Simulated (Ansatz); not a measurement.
The first iterations of a band of F$_{4}$H$_{2}$HfS (8 atoms, charge 0, multiplicity 1).

The calculation used Ansatz 0.2.0, RKS PBE/def2-SVP.

| Property | Result |
| --- | --- |
| movable images | 5 |
| climbing image | yes |
| spring | 5.0 eV/Å² |
| optimiser | quadratic models (default) |
| start path | through a guess of the saddle point |
| force threshold | 0.05 eV/Å |
| iteration limit | 60 |
| end points | relaxed |

Initial state:

```xyz
8
Properties=species:S:1:pos:R:3
Hf 0.035 -0.010 -0.062
F 0.247 -0.481 1.798
F 1.856 0.033 -0.663
F -0.523 1.807 -0.390
F -0.705 -1.391 -1.189
S -2.831 -0.071 0.743
H -2.838 -1.308 1.316
H -2.710 0.549 1.951
```

Final state:

```xyz
8
Properties=species:S:1:pos:R:3
Hf -0.382 0.083 -0.144
F -0.265 -1.094 1.818
F 1.294 0.881 0.311
F -0.953 1.177 -1.603
F -0.334 -1.618 -1.019
S -2.410 0.599 1.397
H -3.234 -0.244 0.707
H -1.185 -0.657 2.036
```

| iteration | highest image above the first end (eV) | largest band force component (eV/Å) |
| --- | --- | --- |
| 1 | 3.210 | 10.269 |
| 2 | 1.732 | 4.130 |
| 3 | 1.102 | 1.519 |
| 4 | 0.852 | 1.668 |
| 5 | 0.839 | 1.134 |

Problem. Does the band converge within its limit, and where does its top end?

Solution. It converged. It ended after 17 iterations with the highest image 0.821 eV above the first end. The highest image is an end point: on this band no image between the ends rises above it. A vibrational analysis next to that end finds imaginary modes (112i cm⁻¹), so it isn't a minimum. The orbitals stay closed-shell, which can raise the energy where a bond breaks towards radicals; this wasn't checked here.

Run time: 61 s on 4 threads of Intel(R) Xeon(R) 6975P-C (Granite Rapids) (shared host), peak memory 0.19 GiB.
